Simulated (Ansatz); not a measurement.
Consider the hydrogenolysis of the Si–F bond: `CC[SiH](F)Br` + H₂ → `CC[SiH2]Br` + H–F.

Computed with Ansatz on PBE0-D4/def2-TZVP structures; ΔE is electronic, products minus reactants. CCSD(T)/CBS adds triple-zeta CCSD(T) − MP2 to the extrapolated MP2 energy (def2 sets, frozen cores). This one scheme is used for every species. DFT in def2-TZVPP. B3LYP here is the variant with VWN-RPA as its local correlation; programs differ in this. For Br outer-core shells are correlated without core-valence functions, which leaves a few kJ/mol of doubt a bond. Scalar relativity is left out up to krypton. One conformer a species, not always the lowest.

| level | ΔE (kJ/mol) | difference from CCSD(T)/CBS |
| --- | --- | --- |
| PBE0-D4 | 116.3 | -5.6 |
| B3LYP-D4 | 126.8 | 4.9 |
| ωB97M-V | 126.8 | 4.9 |
| B2PLYP | 125.5 | 3.6 |
| r2SCAN | 131.2 | 9.3 |
| PBE0 | 114.6 | -7.3 |
| HF/def2-TZVPP | 120.9 | -1.0 |
| MP2/def2-TZVPP | 124.6 | 2.7 |
| CCSD(T)/def2-TZVPP | 120.4 | -1.5 |
| HF/def2-QZVPP | 122.6 | 0.7 |
| CCSD(T)/CBS | 121.9 | 0 |

Largest T1 diagnostic among the species: 0.009.

The D4 term adds +3.2 kJ/mol with B3LYP and +1.7 kJ/mol with PBE0; it sums over pairs of atoms, weighted by their polarisabilities, and B3LYP, whose exchange is more repulsive, gets the larger term.
